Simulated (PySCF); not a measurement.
# One molecule, several mistakes: AlBC2H6

These are calculations, not measurements. The program is PySCF 2.14.0, an open-source quantum chemistry code, run on an isolated molecule that a program drew, which may never have been made. The molecule is AlBC2H6 (charge 0, singlet), drawn as the SMILES string `CB[CH2][Al]`.

Each row is a Hartree-Fock (HF) and frozen-core CCSD(T) single point in the cc-pV(D+d)Z basis, meant for a local HF minimum. Run 1 is clean. Each other run has one planted mistake out of seven kinds, and not every kind appears here: one electron removed, one electron added, multiplicity raised by two, geometry at a saddle point, minimal basis STO-3G, one bond length entered in bohr, all coordinates scaled. The reference is restricted for singlets and unrestricted otherwise, and also for a bond in bohr. Adding or removing an electron swaps singlet and doublet. Electrons count all cores. HOMO and LUMO are orbital energies over both spins, the gradient is its largest component, and the lowest frequency (negative if imaginary) is given only where the gradient is small. Bond lengths are over the 9 bonds as drawn. T1 is the CCSD diagnostic: over 0.02 (restricted) or 0.045 (unrestricted) a single reference is doubtful.

Geometry of the clean run:
```xyz
10
AlBC2H6, angstrom
C    -1.7759    1.2290    0.5271
B    -0.6797    0.1043    0.7446
C     0.7833    0.2255    0.2819
Al    2.0734    1.0263    1.6272
H    -2.2214    1.5285    1.4836
H    -1.4156    2.1259    0.0155
H    -2.6026    0.8145   -0.0638
H    -1.0143   -0.8773    1.3701
H     0.9433    0.8952   -0.5780
H     1.2857   -0.7369    0.0973
```

```
run,electrons,basis functions,<S^2>,HOMO (eV),LUMO (eV),gradient (hartree/bohr),lowest frequency (cm^-1),mean bond (Å),longest bond (Å),T1,HF (hartree),CCSD(T) (hartree),mistake
1,36,95,0.000,-7.75,1.09,4.0e-05,80,1.3172,2.029,0.0131,-345.82178,-346.31262,no fault
2,36,95,2.009,-6.16,0.07,1.3e-02,-,1.3172,2.029,0.0174,-345.76951,-346.23373,multiplicity raised by two
3,37,95,0.839,0.09,6.18,2.5e-02,-,1.3172,2.029,0.0322,-345.79953,-346.30235,one electron added
4,36,95,0.787,-7.88,1.00,1.7e-02,-,1.4257,2.074,0.0621,-345.69884,-346.18528,one bond length entered in bohr
5,36,95,0.000,-7.80,0.95,3.4e-02,-,1.3976,2.152,0.0137,-345.79548,-346.29454,?
```

**Which mistake was planted in run 5, and what did it cost?**

The mean and the longest bond both change by the same factor, 1.061, and the gradient is no longer small. So the mistake is: all coordinates scaled. Subtracting run 1 and multiplying by 627.51 kcal/mol a hartree, the energy moved by 16.5 kcal/mol in HF and 11.3 kcal/mol in CCSD(T).

Cautions from the logs. Run 3: the HOMO is above zero, so the electron isn't bound and the energy depends on the basis; run 4: T1 is over the limit, so its CCSD(T) energy is less reliable.
